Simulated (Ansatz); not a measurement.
Start from `NCCO` and change one element to get `OCC[AsH2]`.

Ansatz, PBE0-D4/def2-TZVP geometries, multiplicity 1. Each molecule was computed in one conformer, which needn't be the lowest.

Scalar relativity is left out up to krypton.

```json
{"property": "HOMO–LUMO gap (PBE/def2-TZVPP) / eV", "`NCCO`": "5.39"}
{"property": "size of the dipole moment (PBE/def2-TZVPP) / D", "`NCCO`": "0.79"}
{"property": "size of the dipole moment (B3LYP/def2-TZVPP) / D", "`NCCO`": "0.87"}
{"property": "size of the dipole moment (ωB97M-V/def2-TZVPP) / D", "`NCCO`": "0.88"}
{"property": "HOMO energy (PBE0/def2-TZVPP) / eV", "`NCCO`": "-6.75"}
{"property": "LUMO energy (ωB97M-V/def2-TZVPP) / eV", "`NCCO`": "2.41"}
```

(1) Give the same properties after the change, and the shifts. (An estimate is asked.)

Answers

(1) The calculation gave: 
```
                                          property  `OCC[AsH2]`  shift
               HOMO–LUMO gap (PBE/def2-TZVPP) / eV         5.76   0.37
    size of the dipole moment (PBE/def2-TZVPP) / D         2.21   1.42
  size of the dipole moment (B3LYP/def2-TZVPP) / D         2.21   1.34
size of the dipole moment (ωB97M-V/def2-TZVPP) / D         2.21   1.33
                HOMO energy (PBE0/def2-TZVPP) / eV        -7.06  -0.31
             LUMO energy (ωB97M-V/def2-TZVPP) / eV         2.23  -0.18
```

With PBE0 the HOMO falls by 0.31 eV and the LUMO falls by 0.36 eV, so the gap narrows by about 0.05 eV. PBE moves the HOMO by -0.69 eV and ωB97M-V by -0.05 eV. Dipoles are sizes alone; their direction can turn.

B3LYP here is the variant with VWN-RPA as its local correlation; programs differ in this.
